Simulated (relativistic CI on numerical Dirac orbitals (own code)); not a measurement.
**Nd4+: M4,5 absorption edge**

Computed with this model: Dirac-Coulomb-Breit CI, orbitals from a KLI potential per configuration, model QED (radiative potential, 1s self-energy scaled to tabulated hydrogen-like ionisation energies), valence Slater integrals scaled by 0.8, multiplet model of core-to-valence dipole absorption; configurations [Xe] 4f2 → [Ar] 3d9 4s2 4p6 4d10 4f3 5s2 5p6; 300 K; Lorentzian 0.9 eV and Gaussian 0.4 eV FWHM. Energies are those of the free ion, without screening or charge transfer. The branching ratio is the share of the lower-energy edge in the whole absorption, uncertain by about 0.02 where the edges overlap. S is read from ⟨S²⟩ = S(S + 1).

free ion: ground-state S = 0.97, centroid 994.44 eV, branching ratio 0.527. Peaks (eV, height): 984.6 (100), 1001.9 (26), 1005.1 (63), 1006.4 (58), 1007.2 (50).

The statistical ratio of this edge is 3/5 = 0.600. Values above it arise where the holes sit mainly in the j = l + 1/2 valence subshell or the ground state has high spin; values below it where core-valence Coulomb terms move weight to the upper edge, as in nearly empty shells.

Strongest unbroadened transitions for free ion:

| Energy (eV) | Relative strength |
| --- | --- |
| 984.11 | 66.2 |
| 984.45 | 16.2 |
| 984.61 | 83.3 |
| 984.97 | 20.4 |
| 985.17 | 43.0 |
| 985.18 | 21.0 |
| 986.04 | 36.5 |
| 986.52 | 25.9 |
| 1001.07 | 19.1 |
| 1001.87 | 35.1 |
| 1004.61 | 19.9 |
| 1005.11 | 100.0 |
| 1005.26 | 16.3 |
| 1006.29 | 21.2 |
| 1006.30 | 15.0 |
| 1006.32 | 22.7 |
| 1006.59 | 30.2 |
| 1007.33 | 67.0 |
